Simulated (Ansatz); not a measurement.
H3InO (SMILES [OH][InH2]) moved off its minimum; all values from Ansatz (a first-principles code), cores frozen in correlated methods. Elements past Kr take the def2 small-core potentials, without spin–orbit coupling.
(charge 0, multiplicity 1)
```xyz
5

In     0.2252    -0.0602    -0.4437
H     -1.3937    -0.0279    -1.2155
H      1.6930    -0.7367    -0.3633
O     -0.4296     0.7414     1.4834
H      0.6144     0.7591     1.9158
```

Forces at B3LYP/def2-TZVPP (eV/Å):

| atom | Fx | Fy | Fz |
|---|---|---|---|
| In1 | -3.234 | 0.813 | 1.362 |
| H2 | 1.047 | 0.015 | 0.051 |
| H3 | 1.254 | -0.344 | -0.142 |
| O4 | 5.513 | -0.547 | 0.099 |
| H5 | -4.580 | 0.063 | -1.370 |

### Question
Give the forces (eV/Å), the total energy and the dipole at CCSD(T)/def2-TZVPPD.

### Answer

```json
[
 {"atom": "In1", "Fx": "-3.351", "Fy": "0.993", "Fz": "1.504"},
 {"atom": "H2", "Fx": "0.826", "Fy": "-0.007", "Fz": "-0.109"},
 {"atom": "H3", "Fx": "1.614", "Fy": "-0.532", "Fz": "-0.174"},
 {"atom": "O4", "Fx": "5.370", "Fy": "-0.510", "Fz": "0.122"},
 {"atom": "H5", "Fx": "-4.459", "Fy": "0.056", "Fz": "-1.343"}
]
```
Energy -266.1670 hartree, dipole 3.89 D.
